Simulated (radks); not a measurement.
The numbers below are computed, except where a source is named.
Problem. V VI, 18 electrons, occupied as [Ar]. Code: a radial shooting solver on a logarithmic mesh with Libxc functionals. Model: scalar-relativistic Kohn-Sham, LB94 model potential, spin-unpolarised, spherical densities, finite nucleus; Fermi nuclear charge, rms radius 3.6002 fm. Some entries of the table are withheld. Estimate them.

orbital  occ.  eigenvalue (eV)  <r^2> (bohr^2)  r(max) (bohr)
1s          2        -5513.214        0.005899        0.04349
2s          2              (1)             (2)         0.2558
2p          6        -610.1577             (3)         0.2079
3s          2        -153.8724          0.9497            (4)
3p          6        -127.1055           1.042         0.8179

Solution. 
(1) 2s eigenvalue (eV): -709.5775
(2) 2s <r^2> (bohr^2): 0.1111
(3) 2p <r^2> (bohr^2): 0.09127
(4) 3s r(max) (bohr): 0.8032
